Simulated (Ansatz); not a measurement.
Program: Ansatz. Geometries: PBE0-D4/def2-TZVP. ΔE: electronic, gas phase. CBS: MP2 limit from def2 TZ/QZ plus the TZ coupled-cluster correction, frozen cores. Elements past krypton have def2 core potentials. For Ge, Te outer-core shells are correlated without core-valence functions, which leaves a few kJ/mol of doubt a bond. Scalar relativity is left out up to krypton. Each species was taken in one conformer, which may not be the lowest.

Reaction (ligand exchange at a B–O bond): `OB(O)[O][GeH3]` + `CC[TeH]` → `CC[Te]B(O)O` + `[OH][GeH3]`

`OB(O)[O][GeH3]`:

Cartesian coordinates in Å:
```
O 0.924 0.390 -1.281
B -0.284 -0.187 -0.990
O -1.077 -0.624 -2.018
O -0.677 -0.317 0.304
Ge 0.307 0.232 1.698
H 1.095 0.428 -2.224
H -1.894 -1.009 -1.695
H 1.637 -0.531 1.699
H 0.520 1.748 1.590
H -0.551 -0.131 2.916
```

`CC[TeH]`:

Z-matrix (Å, degrees):
```
C
C 1 1.514
H 1 1.094 2 110.3
H 1 1.093 2 111.6 3 119.5
H 1 1.093 2 111.6 3 -119.6
Te 2 2.158 1 109.9 3 -180.0
H 2 1.089 1 111.7 3 -61.2
H 2 1.089 1 111.7 3 61.3
H 6 1.658 2 94.0 1 -179.8
```

`CC[Te]B(O)O`:

```xyz
13

C    -0.458   -0.045   -1.821
C     0.262   -1.073   -0.972
Te   -0.681   -1.466    0.930
B    -0.026    0.379    1.883
O     0.785    1.299    1.288
O    -0.463    0.595    3.148
H    -0.525    0.926   -1.323
H     0.061    0.102   -2.774
H    -1.479   -0.362   -2.036
H     1.300   -0.800   -0.770
H     0.290   -2.045   -1.465
H     1.062    1.069    0.399
H    -0.126    1.420    3.512
```

`[OH][GeH3]`:

```xyz
6

O     0.952    0.554   -0.818
Ge   -0.316   -0.285    0.113
H     1.336    1.291   -0.339
H    -0.788   -1.407   -0.816
H    -1.460    0.694    0.442
H     0.277   -0.847    1.419
```

```json
{"species": "`OB(O)[O][GeH3]`", "CCSD(T)/CBS(def2) energy (Eh)": "-2329.61683"}
{"species": "`CC[TeH]`", "CCSD(T)/CBS(def2) energy (Eh)": "-347.43450"}
{"species": "`CC[Te]B(O)O`", "CCSD(T)/CBS(def2) energy (Eh)": "-523.31928"}
{"species": "`[OH][GeH3]`", "CCSD(T)/CBS(def2) energy (Eh)": "-2153.69723"}
```

Question: Work out ΔE.

Answer: ΔE = (-523.31928) + (-2153.69723) − (-2329.61683) − (-347.43450) = 0.03482 Eh = +91.4 kJ/mol.

Largest T1 diagnostic among the species: 0.012.

In def2-TZVPP, CCSD(T) changes the Hartree–Fock value by −30.3 kJ/mol (the triples alone add −5.8 kJ/mol) and MP2 by −39.5 kJ/mol. The D4 term adds −4.9 kJ/mol with B3LYP and −2.8 kJ/mol with PBE0; it sums over pairs of atoms, weighted by their polarisabilities, and B3LYP, whose exchange is more repulsive, gets the larger term. From PBE to PBE0 (25 % exact exchange), in def2-TZVPP and without D4, ΔE moves by +8.0 kJ/mol.

B3LYP here is the variant with VWN-RPA as its local correlation; programs differ in this.
